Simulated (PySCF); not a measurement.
Radial density of Al³⁺ (aluminium, charge +3)

UHF, [Ne], closed-shell 1S. Calculation: PySCF 2.14, in aug-cc-pV(Q+d)Z with one added diffuse shell each of s, p, d, f, g type (8s7p6d4f3g, 114 functions); no relativity, point nucleus.

| r (bohr) | 4πr²ρ (e/bohr) |
| --- | --- |
| 0.00198 | 0.06529 |
| 0.00333 | 0.1784 |
| 0.00560 | 0.4758 |
| 0.00941 | 1.220 |
| 0.0158 | 2.921 |
| 0.0266 | 6.252 |
| 0.0448 | 11.09 |
| 0.0754 | 14.50 |
| 0.127 | 12.12 |
| 0.213 | 8.453 |
| 0.359 | 11.65 |
| 0.603 | 10.80 |
| 1.01 | 3.074 |
| 1.71 | 0.1519 |
| 2.87 | 0.0004226 |
